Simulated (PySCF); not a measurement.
# B97-3 on Tm⁺ (thulium, charge +1)

Configuration: [Xe] 4f13 6s1, high-spin 3F determinant. Calculation: PySCF 2.14, in cc-pVDZ-X2C; the spin-free X2C one-electron Hamiltonian (Gaussian nucleus).

```json
{
  "Total energy": "-13566.40 hartree",
  "One-electron energy": "-18600.24 hartree",
  "Hartree (Coulomb) energy": "5323.06 hartree",
  "Exchange-correlation energy": "-289.22 hartree",
  "⟨S²⟩": "2.0012",
  "⟨L²⟩": "12.016",
  "Sum of ⟨r⟩": "39.62 bohr",
  "Sum of ⟨r²⟩": "52.07 bohr²",
  "Traceless quadrupole moment −½Σ⟨3z² − r²⟩ along its main axis": "-0.245 e·bohr²",
  "Langevin diamagnetic susceptibility": "-41.2 ×10⁻⁶ cm³/mol",
  "Time after the integrals": "of the order of 8 core-seconds"
}
```

```csv
shell,electrons,mean orbital energy (eV),spread (eV),"rms radius, mean of both spins (bohr)"
1s α,1,-59263.7,0,0.0227
1s β,1,-59263.7,0,0.0227
2s α,1,-10041.8,0,0.0918
2s β,1,-10041.8,0,0.0918
2p α,3,-8887.5,0.345,0.0829
2p β,3,-8887.4,0.324,0.0829
3s α,1,-2278.3,0,0.236
3s β,1,-2277.7,0,0.236
3p α,3,-1925.3,1.986,0.236
3p β,3,-1924.7,1.380,0.236
3d α,5,-1479.0,1.559,0.216
3d β,5,-1478.5,0.990,0.216
4s α,1,-461.25,0,0.529
4s β,1,-460.02,0,0.529
4p α,3,-344.06,3.126,0.563
4p β,3,-342.81,1.785,0.563
4d α,5,-185.43,2.671,0.618
4d β,5,-184.02,1.082,0.618
5s α,1,-63.381,0,1.32
5s β,1,-62.777,0,1.32
5p α,3,-35.746,1.144,1.58
5p β,3,-35.327,0.721,1.58
4f α,7,-12.717,3.052,0.932
4f β,6,-11.694,2.380,0.932
6s α,1,-9.970,0,3.89
```

Spin-orbit coupling, absent here, splits the open shell strongly.

Densities and radii are taken from the X2C orbitals without a picture-change correction, which distorts them close to the nucleus.
